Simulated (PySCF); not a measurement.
Br2Cu, SMILES [Br][Cu-][Br], charge -1, multiplicity 1.

The structure is a stationary point at PBE0-D3(BJ)/def2-SVPD. The spin state was assumed, not searched.

These are PySCF with ωB97X/def2-TZVPD values and carry that method's errors.

Isolated molecule, no solvent.

Computed frontier levels, gap, dipole moment and polarisability:
| Item | Result |
|---|---|
| highest occupied level | -4.87 eV |
| lowest empty level | 4.38 eV |
| orbital gap | 9.26 eV |
| dipole moment about the centre of nuclear charge | 0.00 D |
| mean static polarisability | 82.1 bohr³ (12.16 Å³) |
| polarisability, principal values | 70.6, 70.6, 105.1 bohr³ |
